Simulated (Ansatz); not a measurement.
`S[Si](S)(Cl)Br` → `Cl[Si]Br` + `SS` at 298.15 K and 1 bar (silylene formation by 1,1-elimination).

Calculated with Ansatz (gas phase, PBE0-D4/def2-TZVP geometries, no zero-point term in ΔE). CCSD(T)/CBS is the MP2 limit (def2-TZVPP, def2-QZVPP) plus CCSD(T) − MP2 in def2-TZVPP, frozen cores. This one scheme is used for every species. For Br outer-core shells are correlated without core-valence functions, which leaves a few kJ/mol of doubt a bond. Scalar relativity is left out up to krypton. One conformer a species, not always the lowest.

| species | CCSD(T)/CBS energy (Eh) | H − E (kJ/mol) | S (J/(mol·K)) |
| --- | --- | --- | --- |
| `S[Si](S)(Cl)Br` | -4119.09456 | 84.8 | 389.8 |
| `Cl[Si]Br` | -3322.23177 | 19.4 | 299.5 |
| `SS` | -796.74576 | 60.1 | 251.3 |

H − E and S are ideal-gas, rigid-rotor, harmonic terms from PBE0-D4/def2-TZVP, for one conformer and one mirror image of each species. 1 Eh = 2625.50 kJ/mol, R = 8.31446 J/(mol·K).

By hand: ΔE, ΔH, ΔS and ΔG.

ΔE = (-3322.23177) + (-796.74576) − (-4119.09456) = 0.11703 Eh = 307.3 kJ/mol. Δ(H − E) = 19.4 + 60.1 − 84.8 = -5.3, so ΔH = 302.0 kJ/mol. ΔS = 299.5 + 251.3 − 389.8 = 161.0 J/(mol·K). ΔG = 302.0 − 298.15 × (161.0)/1000 = 254.0 kJ/mol.

By hand: the equilibrium constant, and the temperature at which ΔG would vanish if ΔH and ΔS stayed fixed.

log₁₀ K = −ΔG/(RT ln 10) = -44.5. ΔG = 0 at ΔH/ΔS = 1876 K.

The number of gas molecules changes by +1, which sets the sign of ΔS. A doubt of 5 kJ/mol in ΔE shifts log₁₀ K by 0.9 here. Other conformers and mirror images would add mixing entropy, several J/(mol·K) or more a flexible species. These are equilibria of isolated gas molecules and say nothing of rates. Largest T1 diagnostic: 0.011 (customary marks: 0.02 for closed shells, 0.045 for open ones).
